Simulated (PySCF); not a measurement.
**Ionisation energy of Ti+ by level of theory**

Ti+ [Ar] 3d2 4s1 (4F) → Ti(2+) [Ar] 3d2 (3F), as a difference of total energies. Computed with PySCF 2.14 in aug-cc-pwCVTZ-DK (10s9p7d4f3g, 127 functions), with the spin-free X2C one-electron Hamiltonian (Gaussian nucleus). Correlated levels: valence: [Ar] frozen; valence and next inner shell: [Ne] frozen; nothing frozen. The calculations carry no spin-orbit coupling.

| method | ionisation energy (eV) | error (eV) |
| --- | --- | --- |
| UHF | 12.937 | -0.638 |
| LDA | 14.208 | +0.633 |
| PBE | 14.018 | +0.443 |
| PBE0 | 13.793 | +0.218 |
| r2SCAN | 13.832 | +0.257 |
| B97-3 | 13.512 | -0.063 |
| PBEsol | 13.952 | +0.377 |
| M06-L | 12.921 | -0.654 |
| MP2 (valence) | 13.126 | -0.449 |
| SCS-MP2 (valence) | 13.000 | -0.575 |
| MP2 (valence and next inner shell) | 13.565 | -0.010 |
| SCS-MP2 (valence and next inner shell) | 13.384 | -0.191 |
| MP2 (all electrons) | 13.569 | -0.006 |
| SCS-MP2 (all electrons) | 13.389 | -0.186 |

Reference: 13.575 eV (measured; NIST Atomic Spectra Database, ionization energies).

Errors of the correlated levels include the incompleteness of this basis and the frozen core.
